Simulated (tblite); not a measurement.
Species: C₅H₁₁FOSi₃.
Structure used (GFN2-xTB), in Å, numbered top down from 1:
```
atom  x, y, z in Å
C1     2.924   -1.007    0.248
C2     1.689   -1.458    0.385
C3     0.644   -0.804    1.214
Si4   -0.505    0.285    0.109
C5    -1.535   -0.900   -0.975
C6    -1.660   -2.216   -0.930
F7    -2.255   -0.225   -1.918
Si8    0.283    2.206   -1.014
O9    -0.821    3.017   -0.070
Si10  -1.729    2.112    0.982
H11    3.266   -0.131    0.773
H12    3.645   -1.497   -0.383
H13    1.373   -2.338   -0.158
H14    0.045   -1.554    1.728
H15    1.108   -0.171    1.969
H16   -2.298   -2.757   -1.610
H17   -1.118   -2.785   -0.200
H18    1.586    2.786   -0.693
H19   -0.074    2.484   -2.401
H20   -3.126    2.332    0.625
H21   -1.451    2.637    2.318
```

Calculated harmonic vibrations of the isolated species, GFN2-xTB (tblite), most abundant isotopes, no scaling. The method is semi-empirical: single wavenumbers can be off by several per cent or more. Modes of hydrogen on silicon can be 10 to 20 % off. One conformer, not necessarily the lowest.

Harmonic wavenumbers (cm⁻¹): 27.3, 42.4, 52.0, 67.3, 69.4, 95.7, 127.4, 142.4, 205.3, 239.7, 308.8, 327.8, 340.4, 355.2, 370.5, 387.8, 418.8, 433.4, 561.4, 567.0, 581.3, 596.8, 622.6, 638.3, 721.3, 734.0, 745.5, 773.3, 780.3, 799.4, 846.0, 876.2, 877.5, 911.4, 952.9, 1015.0, 1047.4, 1135.2, 1172.6, 1201.9, 1300.4, 1369.0, 1411.3, 1466.0, 1653.4, 1702.7, 2227.3, 2234.5, 2263.8, 2270.4, 2986.1, 2997.7, 3058.5, 3100.2, 3101.2, 3129.6, 3163.2.

A = 924.9, B = 688.0, C = 517.7 MHz; mass 190.010 u (most abundant isotopes); point group C1, symmetry number 1.

Task: Zero-point energy?

Result: ½Σν̃ = 30802 cm⁻¹ = 88.07 kcal/mol.

Task: Give the ideal-gas entropy at 400 K and 1 bar in the rigid-rotor, harmonic-oscillator model (classical rotation).

Result: Translation 43.12, rotation 32.13, vibration 66.98: S = 142.2 cal/(mol K).

Task: And Cp and H(400 K) − H(0)?

Result: Cp = 65.56 cal/(mol K), of which vibrations give 57.61 (their classical limit is 57 R = 113.3); H(400 K) − H(0) = 16.06 kcal/mol without the zero-point energy, 12.88 from vibrations.

Task: What must be added to the electronic energy to get the Gibbs energy at 400 K and 1 bar?

Result: ZPE + [H(400 K) − H(0)] − T·S = 88.07 + 16.06 − 56.89 = 47.24 kcal/mol.

Task: Which modes carry the vibrational entropy at 400 K?

Result: 27.3 cm⁻¹: 6.60; 42.4 cm⁻¹: 5.73; 52.0 cm⁻¹: 5.32; 67.3 cm⁻¹: 4.81; 69.4 cm⁻¹: 4.75; 95.7 cm⁻¹: 4.12 cal/(mol K); the other 51 give 35.66 together.

Hindered rotation and anharmonicity are outside this model. Other conformers, if any are populated, would add a mixing term that is left out. The structure is chiral; the term R ln 2 for an equal mix with its mirror image is left out.

Hardware: Arm Neoverse V1, one thread, no GPU, shared host with 32 logical CPUs at a one-minute load of 29. Cost: 1.4 s of wall time. The figure is for the frequency step alone.
